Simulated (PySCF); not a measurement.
# SeCl4: breathing scan

These are results of PBE0/[Se def2-SVP, Cl def2-SVP], no relativity, density fitting, PySCF, not measurements.

Rigid scan from the singlet minimum (Se–Cl 2.166 Å (×2), Se–Cl 2.329 Å (×2); Cl–Se–Cl 91.1° (×4), Cl–Se–Cl 102.4°, Cl–Se–Cl 176.4°). Coordinate: all bonds to the central atom scaled together. Energies in kJ/mol from the minimum.

**Question.** Predict the curve at 0.88, 0.92, 0.96, 1.00, 1.04, 1.08, 1.14, 1.22, 1.35.

**Answer.** 
```tsv
scale of all bonds to the centre	E (kJ/mol)	dipole size (D)
0.88	321.8	0.78
0.92	123.4	0.51
0.96	26.7	0.26
1.00	0.0	0.03
1.04	20.3	0.16
1.08	71.1	0.33
1.14	180.2	0.53
1.22	350.6	0.71
1.35	623.9	0.87
```

At long bonds a restricted determinant can lie too high, and another spin state can fall below this curve.

The scan took 25 s on 2 threads of a shared Arm Neoverse V1 host; the process peaked at 1.3 GiB. Launch command: `OMP_NUM_THREADS=2 python axn.py task.json out`.
